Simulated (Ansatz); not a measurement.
System: AlCl$_{2}$ (charge -1, singlet). 
Coordinates optimised at B3LYP-D3(BJ)/def2-TZVP (Ansatz, a program for electronic structure):
```xyz
3

Al     1.0467     0.2404     0.1528
Cl    -0.5214     1.1931    -1.2503
Cl    -0.2790    -1.3770     1.1335
```
Charge -1, spin multiplicity 1.

Q: Give the harmonic wavenumbers at B3LYP-D3(BJ)/def2-TZVP (Ansatz, finite differences of forces, unscaled).

A: 135, 320, 346 cm⁻¹. Zero-point energy 1.1 kcal/mol.

Q: From these and the geometry, give the ideal-gas thermochemistry at 298.15 K and 1 atm (rigid rotor, harmonic oscillator).

A: Point group C2v, rotational symmetry number 2. Rotational constants 11.5, 2.309, 1.923 GHz. S(trans) 39.65, S(rot) 24.87, S(vib) 5.36, S(elec, spin only) 0.00, S 69.9 cal/(mol K). H(298) - H(0) 3.27 kcal/mol; G - E(el) -16.4 kcal/mol.
